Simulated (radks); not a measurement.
Species: Au57+. Configuration: [Ar] 3d4. Method: Dirac Kohn-Sham, relativistic LDA (MacDonald-Vosko exchange, VWN5 correlation), spin-unpolarised, spherical densities, finite nucleus; open shells fill j = l - 1/2 first; Fermi nuclear charge, rms radius 5.4371 fm; computed with a radial shooting solver on a logarithmic mesh with Libxc functionals.

Spin-orbit splittings of the eigenvalues, e(l+1/2) - e(l-1/2), with zeta = 2 splitting/(2l+1) and mean radii in bohr:

| shell | occ. | splitting (eV) | zeta (eV) | <r> j=l-1/2 | <r> j=l+1/2 |
|---|---|---|---|---|---|
| 2p | 6 | 1830 | 1220 | 0.05788 | 0.06622 |
| 3p | 6 | ? | ? | 0.1649 | 0.1781 |
| 3d | 4 | 103.4 | 41.34 | 0.1531 | 0.1572 |

Estimate the 3p splitting.

Answer. 455.8 eV (zeta = 303.9 eV).
